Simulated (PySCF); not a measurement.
**Ta (tantalum, neutral) across methods**

[Xe] 4f14 5d3 6s2, high-spin 4F determinant. Calculation: PySCF 2.14, in aug-cc-pwCVDZ-PP with ECP60MDF; scalar relativity through the core potential.

```csv
method,E (hartree),mean ε 6s α (eV),mean ε 6s β (eV),mean ε 5d α (eV),Σ⟨r²⟩ (bohr²),⟨S²⟩
LDA,-57.1489,-5.923,-4.877,-4.459,58.41,3.756
UHF,-56.74224,-7.731,-5.932,-8.933,60.63,3.778
wB97X-V,-57.2463,-7.993,-7.098,-7.716,58.27,3.756
PBE0,-57.2756,-6.365,-5.176,-5.668,58.42,3.758
r2SCANh,-57.2953,-6.182,-4.870,-5.354,58.77,3.772
CAM-B3LYP,-57.2445,-7.252,-6.312,-6.774,58.39,3.756
PBE,-57.3117,-5.722,-4.599,-4.475,58.54,3.756
PW91,-57.3441,-5.776,-4.641,-4.518,58.49,3.756
r2SCAN,-57.3120,-5.941,-4.635,-4.919,58.81,3.773
```

Energies and moments cover only the electrons outside the core potential. Spin-orbit coupling, absent here, splits the open shell strongly.
